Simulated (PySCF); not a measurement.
C6H9O2 (doublet state).
Z-matrix (Å and degrees, GFN2-xTB geometry), rows numbered from 1:
```
C 
C   1  1.3822
C   2  1.3591  1  119.22
O   3  1.1767  2  163.36  1   -66.75
O   2  1.3685  1  118.97  3   170.84
C   5  1.4226  2  116.18  1   171.98
C   6  1.5231  5  106.41  2   164.38
C   6  1.5280  5  111.30  2   -73.98
H   1  1.0709  2  121.00  3     6.92
H   1  1.0706  2  118.98  3  -172.12
H   6  1.1047  5  108.61  2    46.34
H   7  1.0866  6  109.58  5    61.50
H   7  1.0865  6  110.04  5   -57.77
H   7  1.0858  6  110.13  5  -178.24
H   8  1.0879  6  110.79  5    60.56
H   8  1.0863  6  109.95  5  -179.32
H   8  1.0875  6  109.68  5   -59.36
```

The hyperfine couplings belong to this conformer and change with its torsions.

The species is `CC(OC([CH2])=C=O)C` [radical].

Computed, not measured: PySCF, UKS B3LYP, pcH-1 on C H O, non-relativistic, mean-field spin-orbit, GIAO. One conformer (not necessarily the lowest) at the GFN2-xTB geometry, without solvent, vibrations or thermal averaging. The geometry wasn't refined by DFT: couplings that depend on bond lengths, twists or pyramidal angles can differ widely from those at the functional's own minimum. The frame is twisted about the C2–C3 bond at this geometry (dihedral C1–C2–C3–O4 = -67°); couplings at other torsion angles weren't computed. Stability of the SCF solution: not tested.

The isotropic 13C couplings are +73.2, +53.5, -22.9 MHz. Assign them to C1; C2; C3.

```csv
site,a_iso (MHz),ρ(0) (bohr⁻³),position,distance from C1 (Å),spin population,largest |T| (MHz)
C1,+53.5,+0.0476,largest spin population,0.00,+0.66,99.6
C2,-22.9,-0.0204,1 bond from C3,1.38,-0.15,23.2
C3,+73.2,+0.0651,a main spin site,2.36,+0.40,77.0
```

The isotropic 17O couplings are -20.8, +0.6 MHz. Assign them to O4; O5.

| site | a_iso (MHz) | ρ(0) (bohr⁻³) | position | distance from C1 (Å) | spin population | largest \|T\| (MHz) |
| --- | --- | --- | --- | --- | --- | --- |
| O4 | -20.8 | +0.0342 | 1 bond from C3 | 3.35 | +0.15 | 73.2 |
| O5 | +0.6 | -0.0010 | 2 bonds from C1 | 2.37 | -0.01 | 7.7 |

ρ(0) is the spin density at the nucleus and T the dipolar tensor; entries for several nuclei are means. Largest spin populations (Mulliken): C1 (+0.66), C3 (+0.40), O4 (+0.15) and C2 (-0.15). The positive populations add up to 1.22 and the negative ones to -0.22, together 2S = 1. The angles at C1 add up to 360.0°, so it is planar; its axial dipolar tensor and the negative couplings of its protons fit spin in a p orbital normal to that plane. Main spin sites, with 60 % or more of the largest population: C1, C3; positions count bonds from the nearest.

Means are taken over nuclei equivalent by connectivity, which assumes that they swap fast. H9 and H10 aren't averaged: C1 is flat or nearly so (angle sum 360°), and its turn about the short C1–C2 bond (1.38 Å) is taken as slow.

Hardware: AMD EPYC, one thread, shared host with 64 logical CPUs at a one-minute load of 59. Cost: 2.6 min of wall time (grids of density and orbitals included), 1.1 GiB resident at most.
